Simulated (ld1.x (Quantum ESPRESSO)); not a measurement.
## What the settings do to the RRKJ potential of Rh

Base potential:

* Element: rhodium
* Generator: ld1.x (Quantum ESPRESSO) 7.5
* Type: norm-conserving RRKJ (Kleinman–Bylander form)
* Functional: revPBE
* Relativity: scalar-relativistic
* Frozen core: [Ar] 3d10
* Valence charge: 17
* Reference configuration: 4s2 4p6 4d6 5s0 5p0 (charge +3)
* Partial waves: 4p (bound): rc 1.50 bohr; 4d (bound): rc 1.30 bohr; 4s (bound): rc 1.15 bohr
* Local potential: the s channel
* Core correction: Bessel-smoothed model core inside 0.65 bohr

All-electron outer shells of the reference configuration (revPBE, scalar-relativistic, ld1.x):

```tsv
shell	level (eV)	outermost node (bohr)	outermost maximum (bohr)
3d	-337.41	–	0.29
4s	-118.48	0.47	0.88
4p	-86.02	0.47	0.94
4d	-39.44	0.46	1.11
5s	-29.53	1.16	2.24
5p	-22.56	1.29	2.60
```

Cutoffs, loose and tight: the cutoffs (Ry, on a coarse ladder) from which the occupation-weighted sum of valence levels, in a spherical-Bessel basis at the reference potential, stays within 10 and 1 mRy of its value at 400 Ry. They do not see the model core or the augmentation charge, which bear on the density cutoff. Test errors are all-electron minus pseudo excitation energies from the reference, over the configurations 4s2 4p6 4d8 5s1 5p0; 4s2 4p6 4d8 5s0 5p0; 4s2 4p6 4d7 5s0 5p0; 4s2 4p6 4d7 5s2 5p0; 4s2 4p6 4d9 5s0 5p0; 4s2 4p6 4d8.5 5s0.5 5p0; 4s2 4p6 4d8 5s0 5p1. A dash means not determined; rows that change the core or the reference have their own tests.

```tsv
change	outcome	cutoff, loose	cutoff, tight	bound ghosts	largest test error (meV)
base	generated	110 Ry	200 Ry	none	+358
type PAW; waves now 4s (bound): rc 1.15 bohr; 5s (bound): rc 1.15 bohr; 4p (bound): rcut 1.40, rcutus 1.50 bohr; 5p (bound): rcut 1.40, rcutus 1.50 bohr; 4d (bound): rcut 1.15, rcutus 1.30 bohr; 4d channel at 1.6 Ry: rcut 1.15, rcutus 1.30 bohr; local potential all-electron potential smoothed inside 1.40 bohr (lloc = -1); augmentation BESSEL, radius 1.05 bohr	failed: invmat: error in DGETRF	–	–	–	–
functional PBE	generated	110 Ry	200 Ry	none	+360
wave 4s (bound): rc 1.15 bohr becomes 4s (bound): rc 1.58 bohr	generated	80 Ry	110 Ry	none	+3402
core correction Bessel-smoothed model core inside 0.82 bohr	generated	110 Ry	200 Ry	none	+358
wave 4p (bound): rc 1.50 bohr becomes 4p (bound): rc 1.14 bohr	generated	120 Ry	200 Ry	none	+356
```

Q: What comes out with this change to the base: local potential the d channel?

A: outcome: failed: compute_phi: phi has nodes before r_c. Cause: the RRKJ expansion in Bessel functions gave a pseudo-wave with a node inside its radius.
